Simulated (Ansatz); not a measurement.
Saddle point of SiHCl4F, singlet (SiCl₄ ([Cl][Si]([Cl])([Cl])[Cl]) + HF → SiCl₃F ([F][Si]([Cl])([Cl])[Cl]) + HCl; bonds formed: Si1–F7, Cl2–H6; bonds broken: Si1–Cl2, H6–F7), PBE0-D4/def2-TZVP structure:

| atom | x (Å) | y (Å) | z (Å) |
| --- | --- | --- | --- |
| Si1 | -0.3948 | -0.1744 | -0.1628 |
| Cl2 | 1.9854 | -0.2293 | 0.0166 |
| Cl3 | -0.2668 | -1.8525 | -1.3671 |
| Cl4 | -1.5159 | -0.9173 | 1.3619 |
| Cl5 | -1.2525 | 1.1315 | -1.4638 |
| H6 | 1.3095 | 0.8455 | 0.7341 |
| F7 | 0.1351 | 1.1965 | 0.8809 |

Energies are electronic, without zero-point energy. Barriers and step energies count from the start structure reached by relaxing down the imaginary mode; all methods use the PBE0-D4 structures, on which another method's saddle can fall below an end. Computed with Ansatz 0.2.0 (basis: def2-TZVPP, with def2-QZVPP for the basis limit); correlated methods freeze the cores. B3LYP uses VWN-RPA correlation. Extrapolation: Hartree–Fock as exp(−7.88 √X), correlation as X^−2.97.

| method | barrier (eV) | step energy (eV) |
| --- | --- | --- |
| SPW92 | 0.779 | -0.422 |
| PBE-D4 | 1.193 | -0.400 |
| BLYP-D4 | 1.337 | -0.498 |
| r2SCAN-D4 | 1.264 | -0.520 |
| B97M-V | 1.443 | -0.573 |
| PBE0-D4 | 1.387 | -0.426 |
| B3LYP-D4 | 1.466 | -0.522 |
| r2SCAN0-D4 | 1.414 | -0.513 |
| BHLYP-D4 | 1.667 | -0.566 |
| CAM-B3LYP-D4 | ? | -0.597 |
| wB97X-V | 1.453 | -0.526 |
| wB97M-V | 1.393 | -0.505 |
| B2PLYP | ? | -0.570 |
| PBE-QIDH | 1.500 | -0.473 |
| RPA on PBE | ? | -0.589 |
| HF | 2.193 | -0.736 |
| MP2 | 1.513 | -0.467 |
| CCSD | 1.674 | -0.592 |
| CCSD(T) | 1.555 | -0.553 |

(1) Fill in the withheld barriers. (Judge from chemistry; the value comes from the calculation.)

No T1 diagnostic of these runs exceeds 0.011.

Results:

(1) Computed: RPA on PBE 1.506; CAM-B3LYP-D4 1.438; B2PLYP 1.502 eV. Each is the energy of the saddle less that of the start structure, by the same method.

For comparison, the barrier by CCSD(T) at an estimated basis limit (MP2 extrapolated from triple and quadruple zeta, plus CCSD(T) − MP2 in triple zeta) is 1.527 eV.

Labels in which every atom is bracketed show which atoms are joined, not bond orders.

For scale, one of the runs: CCSD(T)/def2-TZVPP, 255 basis functions, launched by `ansatz run in.yaml --threads 8 --pin off --events-out ev --progress --plain --max-ram 19148MiB`. Time: 2.3 min of wall clock on 8 CPU threads of an Arm Neoverse V1; the host was shared. Peak host memory: 5.2 GiB.
